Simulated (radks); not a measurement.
Neutral antimony inside a hard spherical wall (all orbitals vanish at R), configuration held at [Kr] 4d10 5s2 5p3 and not refilled when levels cross. All-electron calculation, scalar-relativistic Kohn-Sham, PBEsol, spin-polarised, spherical densities, finite nucleus; open shells are filled with parallel spins first (spin-orbit coupling, left out, can overturn this in heavy ions); Fermi nuclear charge, rms radius 4.6802 fm. Program: a radial shooting solver on a logarithmic mesh with Libxc functionals. Eigenvalues in eV for spin up, with the zero of energy where the potential of the charges vanishes at infinity; a dash marks a level that is unbound or too diffuse for the functional's potential to be trusted. A positive occupied level is held by the wall or, in an anion where self-interaction has pushed it up, behind a barrier. The pressure on the wall is -dE/dV.

| R (bohr) | E (hartree) | kinetic (hartree) | e(4p) | e(4d) | e(5s) | e(5p) | e(6s, empty) | e(5d, empty) | pressure (GPa) |
|---|---|---|---|---|---|---|---|---|---|
| free | -6478.49949 | 6774.896 | -101.41 | -33.301 | -13.461 | -5.472 | - | - | 0 |
| 20 | -6478.49949 | 6774.896 | -101.41 | -33.301 | -13.461 | -5.472 | - | - | < 0.0001 |
| 12 | -6478.49947 | 6774.897 | -101.40 | -33.298 | -13.459 | -5.470 | -0.271 | 1.168 | 0.000414 |
| 10 | -6478.49924 | 6774.899 | -101.38 | -33.278 | -13.442 | -5.454 | 0.165 | 1.577 | 0.00733 |
| 8 | -6478.49647 | 6774.923 | -101.23 | -33.125 | -13.323 | -5.330 | 1.474 | 2.462 | 0.137 |
| 7 | -6478.48903 | 6774.976 | -100.94 | -32.840 | -13.108 | -5.092 | 3.061 | 3.373 | 0.624 |
| 3 | -6476.05168 | 6784.707 | -83.721 | -16.447 | 5.408 | 18.887 | 84.779 | 43.393 | 1060 |
| 2.5 | -6472.57753 | 6797.214 | -71.738 | -4.821 | 25.280 | 43.251 | 152.03 | 76.457 | 4200 |
| 2 | -6461.86422 | 6834.084 | -46.637 | 21.315 | 79.169 | 105.64 | 302.44 | 151.54 | 22000 |
| 1.5 | -6419.83002 | 6965.577 | 19.977 | 95.831 | 257.98 | 298.33 | 707.34 | 357.14 | 172000 |
